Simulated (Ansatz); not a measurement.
BF₃, charge -1, doublet, geometry from GFN2-xTB (a state made from the parent by changing its charge; the spin is typed, not shown lowest) (a gas-phase anion, which may not be bound at this level); MP2/STO-3G run with Ansatz (a first-principles code).

Input for Ansatz:
Ansatz 0.2 input:
```yaml
crystal:
  periodic: [false, false, false]
  atoms:
    - {symbol: B, position_ang: [-0.01665964, 0.22066266, 0.40640217]}
    - {symbol: F, position_ang: [-1.17616439, -0.61899512, 0.19030536]}
    - {symbol: F, position_ang: [0.04332344, 1.13683746, -0.71306201]}
    - {symbol: F, position_ang: [1.14209631, -0.64043271, 0.29697767]}
basis:
  gaussian:
    orbitals: STO-3G
total_charge: -1
magnetization: {spin_polarized: true, initial_magnetization: 1}
correlation: {method: mp2}
```

Output, abridged:

```
Functional definition: HF
283 factors; integrals over basis functions are off by at most 4.8e-5 eV
mean field evaluation 1: about -8661.9616 eV, gradient 1.5e1 eV
mean field evaluation 2: about -8662.0921 eV, gradient 1.5e1 eV
mean field evaluation 4: about -8664.1718 eV, gradient 1.6e0 eV
mean field evaluation 8: about -8664.2191 eV, gradient 4.9e-2 eV
mean field -8664.21909526 eV, -318.4041789321 hartree, gradient 1.6e-6 eV, S^2 0.751954; 0 other end points of the search recorded, 0 dependent functions left out
4 core orbitals not correlated
reference -8664.21909526 eV, -318.4041789321 hartree; 13, 12 occupied and 3, 4 virtual orbitals, 283 factors
second order -1.73763069 eV of doubles, -0.00000000 eV of singles
Total energy: -8665.95672595 eV, -318.4680356821 hartree
```
